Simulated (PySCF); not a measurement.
# `CCc1cccnn1`, C$_{6}$H$_{8}$N$_{2}$

Cartesian coordinates in Å; atom numbers follow the order of the lines, from 1:
```xyz
16

C    -2.2210    0.5556   -0.2400
C    -1.0489   -0.0371   -1.0250
C     0.1986    0.0130   -0.1984
C     0.5030   -0.9858    0.7348
C     1.6539   -0.8323    1.4771
C     2.4113    0.3135    1.2326
N     2.0639    1.2156    0.3376
N     0.9815    1.0672   -0.3641
H    -2.0075    1.5891    0.0216
H    -3.1272    0.5263   -0.8395
H    -2.3943   -0.0048    0.6768
H    -1.2722   -1.0713   -1.2955
H    -0.8905    0.5456   -1.9323
H    -0.1458   -1.8415    0.8574
H     1.9600   -1.5609    2.2130
H     3.3276    0.5167    1.7687
```

The calculation used GIAO B97-2/pcSseg-1 magnetisability, rotational g tensor and spin-rotation constants, non-relativistic, gas phase (PySCF 2.14.0). Geometry: GFN2-xTB.

Task: How diamagnetic is it, and how anisotropic?

Result: Isotropic -1094 × 10⁻³⁰ J/T², or -65.9 × 10⁻⁶ cm³/mol; principal values -1814, -778, -692 × 10⁻³⁰ J/T², anisotropy 1081 × 10⁻³⁰ J/T² (root of half the summed squared differences of the principal values). The susceptibility is in cgs units.

Task: Split it along the inertial axes a, b, c into diamagnetic and paramagnetic parts about the centre of mass, with the quadrupole moment.

Result: 
```
axis  χ (10⁻⁶ cm³/mol)  diamagnetic (10⁻⁶ cm³/mol)  paramagnetic (10⁻⁶ cm³/mol)  summed x² of all electrons (Å²)  quadrupole Θ (D Å)
   a             -45.2                      -353.2                        308.0                            184.0               +7.74
   b             -46.8                      -881.4                        834.5                             59.5               -5.18
   c            -105.7                     -1033.4                        927.7                             23.7               -2.57
```
Anisotropies 2χaa − χbb − χcc = +62.1 and 2χbb − χaa − χcc = +57.2 × 10⁻⁶ cm³/mol. Θ is traceless in Buckingham's convention.

Task: And the rotational g tensor?

Result: 
```csv
axis,rotational constant (GHz),g,nuclear part,electronic part
a,4.7648,-0.0958,0.5935,-0.6894
b,1.5770,-0.0249,0.5934,-0.6183
c,1.3095,+0.0146,0.5853,-0.5707
```
Asymmetric top; isotopes 12C, 1H, 14N; no vibrational averaging.
